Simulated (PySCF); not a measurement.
Geometry (Å), atoms numbered from 1 in this order:
```xyz
8

B     1.0973   -0.0331    0.0716
P    -0.7321    0.0151   -0.0602
F    -1.4198   -0.8672   -1.1628
F    -1.4070    1.3993   -0.3668
F    -1.5730   -0.4244    1.1909
H     1.3224   -1.2039    0.3116
H     1.3135    0.7374    0.9888
H     1.4524    0.3573   -1.0252
```

PySCF 2.14 calculation with PBE0-D3(BJ)/def2-SVP geometry and GIAO PBE0/pcSseg-1 shieldings; no relativistic terms, a single conformation, one averaged value for each set of equivalent atoms, no solvent model.

Referencing at the same level of theory: $^{1}$H vs TMS; $^{11}$B vs BF3·OEt2; $^{31}$P against H3PO4; $^{19}$F against CFCl3.

```tsv
atoms	nucleus	count	Hirshfeld charge	δ (ppm)
B1	$^{11}$B	1	-0.14	?
P2	$^{31}$P	1	0.60	128.8
F3/F4/F5	$^{19}$F	3	-0.10	?
H6/H7/H8	$^{1}$H	3	-0.05	1.09
```

Complete the table.

## Answers


- B1: -54.5 ppm, boron bonded to P, 3 H
- F3/F4/F5: -47.7 ppm, fluorine bonded to P

Hydrogens on boron are broadened and split by $^{11}$B (spin 3/2, 80 %) and 10B (spin 3). Unscaled 19F shifts against computed CFCl3 carry errors that often reach 10 to 50 ppm. Experimental scales use liquid or dissolved standards, which lie at an offset from isolated H3PO4.
